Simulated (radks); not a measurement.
The gadolinium ion Gd3+ is in [Xe] 4f(5/2: 6, 7/2: 1). All-electron calculation, Dirac Kohn-Sham, PBE, spin-unpolarised, spherical densities, finite nucleus; Fermi nuclear charge, rms radius of each element as measured or else 0.836 A^(1/3) + 0.57 fm. Program: a radial shooting solver on a logarithmic mesh with Libxc functionals. Sub-shells are occupied by j as written (lower j first in brackets). One electron is removed from 5p1/2, 4f5/2, 5p3/2, 4f7/2 in turn, with full relaxation. Which removal costs least, and what does each cost?

Answer. 4f7/2 42.851 eV; 4f5/2 43.673 eV; 5p3/2 57.189 eV; 5p1/2 61.978 eV. The 4f7/2 electron leaves first.
